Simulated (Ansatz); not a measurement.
One geometry of `Sc1cc2sc(-c3cc4sc(-c5cc6sc(-c7cc8sc(S)cc8s7)cc6s5)cc4s3)cc2s1`, several levels of theory.

```yaml
crystal:
  periodic: [false, false, false]
  atoms:
    - {symbol: S, position_ang: [13.171844, 0.041600, -0.476782]}
    - {symbol: C, position_ang: [11.410966, 0.046656, -0.503312]}
    - {symbol: C, position_ang: [10.583776, -1.059281, -0.354839]}
    - {symbol: C, position_ang: [9.216872, -0.677924, -0.298672]}
    - {symbol: S, position_ang: [7.707883, -1.532906, -0.149794]}
    - {symbol: C, position_ang: [6.791243, -0.026200, -0.276191]}
    - {symbol: C, position_ang: [5.349069, -0.042608, -0.215739]}
    - {symbol: C, position_ang: [4.493376, 1.030190, 0.044138]}
    - {symbol: C, position_ang: [3.135743, 0.635103, 0.008103]}
    - {symbol: S, position_ang: [1.612957, 1.446153, 0.244611]}
    - {symbol: C, position_ang: [0.719393, -0.058008, -0.028801]}
    - {symbol: C, position_ang: [-0.718844, -0.050349, 0.032153]}
    - {symbol: C, position_ang: [-1.569843, 1.029059, 0.284553]}
    - {symbol: C, position_ang: [-2.929307, 0.640892, 0.263615]}
    - {symbol: S, position_ang: [-4.446517, 1.462681, 0.494765]}
    - {symbol: C, position_ang: [-5.349149, -0.034993, 0.221170]}
    - {symbol: C, position_ang: [-6.789188, -0.018649, 0.280415]}
    - {symbol: C, position_ang: [-7.637818, 1.080592, 0.420818]}
    - {symbol: C, position_ang: [-9.001453, 0.694174, 0.427844]}
    - {symbol: S, position_ang: [-10.522392, 1.531137, 0.560663]}
    - {symbol: C, position_ang: [-11.411537, 0.005668, 0.491076]}
    - {symbol: S, position_ang: [-13.172270, -0.017271, 0.462550]}
    - {symbol: C, position_ang: [-10.571834, -1.090982, 0.340220]}
    - {symbol: C, position_ang: [-9.208544, -0.696041, 0.301181]}
    - {symbol: S, position_ang: [-7.689302, -1.537363, 0.170537]}
    - {symbol: C, position_ang: [-4.499827, -1.115335, -0.029859]}
    - {symbol: C, position_ang: [-3.139097, -0.729347, -0.003694]}
    - {symbol: S, position_ang: [-1.620626, -1.550866, -0.232509]}
    - {symbol: C, position_ang: [1.575882, -1.131265, -0.287830]}
    - {symbol: C, position_ang: [2.933870, -0.735077, -0.266936]}
    - {symbol: S, position_ang: [4.457374, -1.541849, -0.510486]}
    - {symbol: C, position_ang: [7.626363, 1.083422, -0.413043]}
    - {symbol: C, position_ang: [8.994182, 0.711191, -0.414116]}
    - {symbol: S, position_ang: [10.505946, 1.564118, -0.554904]}
    - {symbol: H, position_ang: [13.372985, 0.450546, -1.766652]}
    - {symbol: H, position_ang: [10.970542, -2.084696, -0.302293]}
    - {symbol: H, position_ang: [4.854341, 2.040652, 0.272530]}
    - {symbol: H, position_ang: [-1.204240, 2.047086, 0.472710]}
    - {symbol: H, position_ang: [-7.271786, 2.112814, 0.498683]}
    - {symbol: H, position_ang: [-13.379364, 0.370247, 1.758341]}
    - {symbol: H, position_ang: [-10.948072, -2.119584, 0.275549]}
    - {symbol: H, position_ang: [-4.867544, -2.130227, -0.230493]}
    - {symbol: H, position_ang: [1.215812, -2.150112, -0.482296]}
    - {symbol: H, position_ang: [7.248163, 2.106944, -0.527003]}
basis:
  gaussian: {orbitals: def2-SVP, fitting: {mean_field: def2-universal-jkfit}, initial_orbitals: start.molden}
hamiltonian: {xc: r2scan, dispersion: d4}
scf: {omitted_lower_state_checks: [starts]}
output: {orbitals: {seedname: orbitals}}
```

The file start.molden holds the orbitals of an earlier run on this structure, at another level or in another basis.

```sh
$ ansatz run in.yaml --threads 2 --pin off --events-out ev --progress --plain --max-ram 32768MiB --backend cuda --devices 0, --max-vram 18GiB
```

It prints (some lines left out):

```
Functional definition: r2SCAN
3260 factors; integrals over basis functions are off by at most 3.5e-1 eV
mean field evaluation 1: about -133330.8771 eV, gradient 8.4e0 eV
mean field evaluation 2: about -133331.0810 eV, gradient 2.4e-1 eV
mean field evaluation 4: about -133331.0954 eV, gradient 1.3e-3 eV
mean field -133331.09542104 eV, -4899.8273816609 hartree, gradient 1.5e-5 eV, S^2 0.000000; 0 other end points of the search recorded, 0 dependent functions left out
reference -133331.09544498 eV, -4899.8273825407 hartree; 157, 157 occupied and 409, 409 virtual orbitals, 3260 factors
Total energy: -133331.80256800 eV, -4899.8533688322 hartree
Checks for a lower state left out: starts
```

It took 12 s on 2 threads of AMD EPYC 7R13 on a shared host and a share (18 GiB) of an NVIDIA H100 80GB HBM3, peak host memory 1.1 GiB.

First input, but with `hamiltonian: {xc: {name: r2SCANh}, dispersion: d4}` (abridged; 11 s):

```
Functional definition: r2SCANh
mean field -133329.02850051 eV, -4899.7514237322 hartree, gradient 1.8e-5 eV, S^2 0.000000
Total energy: -133329.78801887 eV, -4899.7793355171 hartree
Checks for a lower state left out: starts
```

The first input with `hamiltonian: {xc: {name: B2PLYP}}` and without the key `output` (abridged; 14 s):

```
Functional definition: B2PLYP
mean field -133245.84035281 eV, -4896.6943156914 hartree, gradient 2.2e-6 eV, S^2 0.000000
74 core orbitals not correlated: weight in the atoms' cores, before any rotation towards them, 1.000 or more for the frozen orbitals, at most 0.000 for the correlated occupied ones
second order -151.01070082 eV of doubles, -0.00000000 eV of singles
Total energy: -133286.61366558 eV, -4898.1927072984 hartree
Checks for a lower state left out: starts
```

First input, but with `hamiltonian: {xc: pbe0, dispersion: d4}`, `output: {forces: true, orbitals: {seedname: orbitals}}` (abridged; 10 s):

```
Functional definition: PBE0
mean field -133285.17339215 eV, -4898.1397782261 hartree, gradient 1.7e-5 eV, S^2 0.000000
Total energy: -133287.40873654 eV, -4898.2219256174 hartree
Atom 0 force    -0.215329     0.098333    -0.317287 eV/Å
Atom 1 force    -0.441379    -0.173281     0.083628 eV/Å
Atom 2 force     0.282064     0.389303    -0.060206 eV/Å
Atom 3 force    -0.226156     0.443479    -0.045371 eV/Å
Atom 4 force     0.121698     0.569647    -0.066559 eV/Å
Atom 5 force     0.518845     0.173031    -0.022606 eV/Å
Atom 6 force    -0.528272     0.166096     0.044023 eV/Å
Atom 7 force     0.277288    -0.356178    -0.068595 eV/Å
Atom 8 force    -0.199856    -0.436826    -0.080287 eV/Å
Atom 9 force     0.139044    -0.562494    -0.121469 eV/Å
Atom 10 force     0.547211    -0.132349    -0.053831 eV/Å
Atom 11 force    -0.546889     0.128844     0.050427 eV/Å
Atom 12 force     0.298368    -0.357231    -0.084680 eV/Å
Atom 13 force    -0.207268    -0.447808    -0.081608 eV/Å
Atom 14 force     0.132520    -0.565739    -0.121326 eV/Å
Atom 15 force     0.542752    -0.129822    -0.043370 eV/Å
Atom 16 force    -0.541572     0.136079     0.033845 eV/Å
Atom 17 force     0.292184    -0.360622    -0.057619 eV/Å
Atom 18 force    -0.217072    -0.463125    -0.036073 eV/Å
Atom 19 force     0.129833    -0.578857    -0.050769 eV/Å
Atom 20 force     0.446235    -0.169631    -0.071295 eV/Å
Atom 21 force     0.211419     0.098552     0.312536 eV/Å
Atom 22 force    -0.285708     0.383744     0.069380 eV/Å
Atom 23 force     0.211797     0.446892     0.048345 eV/Å
Atom 24 force    -0.129559     0.569606     0.057969 eV/Å
Atom 25 force    -0.297741     0.359215     0.076364 eV/Å
Atom 26 force     0.205222     0.451077     0.081343 eV/Å
Atom 27 force    -0.129614     0.566532     0.120036 eV/Å
Atom 28 force    -0.304644     0.357245     0.084265 eV/Å
Atom 29 force     0.215497     0.450352     0.081194 eV/Å
Atom 30 force    -0.141734     0.559811     0.127831 eV/Å
Atom 31 force    -0.258031    -0.366120     0.030047 eV/Å
Atom 32 force     0.216118    -0.450136     0.026916 eV/Å
Atom 33 force    -0.120387    -0.578969     0.047785 eV/Å
Atom 34 force    -0.058296    -0.108947     0.307919 eV/Å
Atom 35 force    -0.095442     0.255432    -0.003254 eV/Å
Atom 36 force    -0.092734    -0.252276    -0.054212 eV/Å
Atom 37 force    -0.093567    -0.249626    -0.044344 eV/Å
Atom 38 force    -0.093810    -0.254361    -0.018103 eV/Å
Atom 39 force     0.062989    -0.105501    -0.313930 eV/Å
Atom 40 force     0.091922     0.255272     0.010938 eV/Å
Atom 41 force     0.093582     0.248521     0.050484 eV/Å
Atom 42 force     0.091630     0.250767     0.045848 eV/Å
Atom 43 force     0.096840    -0.257932     0.025674 eV/Å
Dipole moment:     0.006352     0.078519    -0.003794 e Å
Checks for a lower state left out: starts
```

First input, but with `gaussian: {orbitals: 6-31G}`, `hamiltonian: {xc: hf}` (abridged; 13 s):

```
Functional definition: HF
mean field -133033.75663049 eV, -4888.9003826514 hartree, gradient 7.8e-5 eV, S^2 0.000000
Total energy: -133033.75663049 eV, -4888.9003826514 hartree
Checks for a lower state left out: starts
```

Geometry: PBE-D4/def2-SVP.

Correlated methods freeze 74 core orbitals. Single mean-field runs in def2-SVP are fitted with def2-universal-jkfit. The restricted singlet is unstable towards broken spin symmetry in Hartree–Fock (as tested in another run); at HF/6-31G this wasn't settled.
